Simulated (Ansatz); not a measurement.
`[F][InH][F]` + HI → `[F][InH][I]` + H–F at 400 K and 1 bar (ligand exchange at the In–F bond).

Isolated molecules relaxed with PBE0-D4/def2-TZVP in Ansatz; ΔE leaves out vibrations. CCSD(T)/CBS adds triple-zeta CCSD(T) − MP2 to the extrapolated MP2 energy (def2 sets, frozen cores). This one scheme is used for every species. def2 core potentials past Kr. For I, In outer-core shells are correlated without core-valence functions, which leaves a few kJ/mol of doubt a bond.

```json
{"species": "`[F][InH][F]`", "CCSD(T)/CBS energy (Eh)": "-390.04654", "H − E (kJ/mol)": "45.2", "S (J/(mol·K))": "310.7"}
{"species": "HI", "CCSD(T)/CBS energy (Eh)": "-298.03592", "H − E (kJ/mol)": "25.7", "S (J/(mol·K))": "215.0"}
{"species": "`[F][InH][I]`", "CCSD(T)/CBS energy (Eh)": "-587.72167", "H − E (kJ/mol)": "43.8", "S (J/(mol·K))": "347.5"}
{"species": "H–F", "CCSD(T)/CBS energy (Eh)": "-100.39570", "H − E (kJ/mol)": "36.5", "S (J/(mol·K))": "182.2"}
```

H − E and S are ideal-gas, rigid-rotor, harmonic terms from PBE0-D4/def2-TZVP. 1 Eh = 2625.50 kJ/mol, R = 8.31446 J/(mol·K).

Question: By hand: ΔE, ΔH, ΔS and ΔG.

Answer: ΔE = (-587.72167) + (-100.39570) − (-390.04654) − (-298.03592) = -0.03491 Eh = -91.7 kJ/mol. Δ(H − E) = 43.8 + 36.5 − 45.2 − 25.7 = 9.4, so ΔH = -82.3 kJ/mol. ΔS = 347.5 + 182.2 − 310.7 − 215.0 = 4.0 J/(mol·K). ΔG = -82.3 − 400 × (4.0)/1000 = -83.9 kJ/mol.

Question: By hand: the equilibrium constant, and the temperature at which ΔG would vanish if ΔH and ΔS stayed fixed.

Answer: log₁₀ K = −ΔG/(RT ln 10) = 11.0. ΔH and −TΔS have one sign here, so there is no such temperature.

The number of gas molecules stays the same, so ΔS is small and ΔH decides. A doubt of 5 kJ/mol in ΔE shifts log₁₀ K by 0.7 here. These are equilibria of isolated gas molecules and say nothing of rates. Largest T1 diagnostic: 0.017 (customary marks: 0.02 for closed shells, 0.045 for open ones).

ΔS is within the doubt of such terms, so its sign, and with it that verdict, could turn.
